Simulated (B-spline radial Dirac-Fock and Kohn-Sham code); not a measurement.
## Ni⁶⁺: eigenvalues, ΔSCF and the reference

System: nickel as Ni⁶⁺, [Ar] 3d4.

The density-functional columns are spherical, spin-unpolarised Dirac-Kohn-Sham results without Breit or QED terms: −ε is minus the orbital energy of the initial state and ΔSCF the difference of two total energies. The reference in the last column comes from Dirac-Fock ΔSCF + Breit + QED. All numbers are from a B-spline atomic structure program, in eV; a selection of levels is shown. For the 1s level of heavy atoms much of the gap between ΔSCF and the reference is the Breit and QED part, -14.5 eV here; for other levels the error of the functional can be larger.

```tsv
level	PBE −ε	PBE ΔSCF	LDA −ε	LDA ΔSCF	Dirac-Fock
1s	8331.1	8508.1	8314.1	8490.5	8477.2
2s	1105.1	1139.2	1103.1	1137.4	1161.2
2p1/2	979.5	1019.6	979.0	1019.1	1020.2
2p3/2	962.0	1001.5	961.6	1001.1	1003.1
3s	224.3	238.6	223.7	238.0	247.4
3p1/2	185.3	199.3	185.1	199.2	200.7
3p3/2	182.8	196.7	182.6	196.6	198.2
3d	118.1	131.9	118.4	132.2	130.3
```

Q: Order the estimates of the K (1s) level by their distance from the Dirac-Fock value, nearest first.
A. LDA −ε
B. LDA ΔSCF
C. PBE ΔSCF
D. PBE −ε

A: B (13.4 eV), C (30.9 eV), D (146.1 eV), A (163.1 eV).

Values without a named source are computed, but for edge energies of neutral atoms, which are taken from tables.
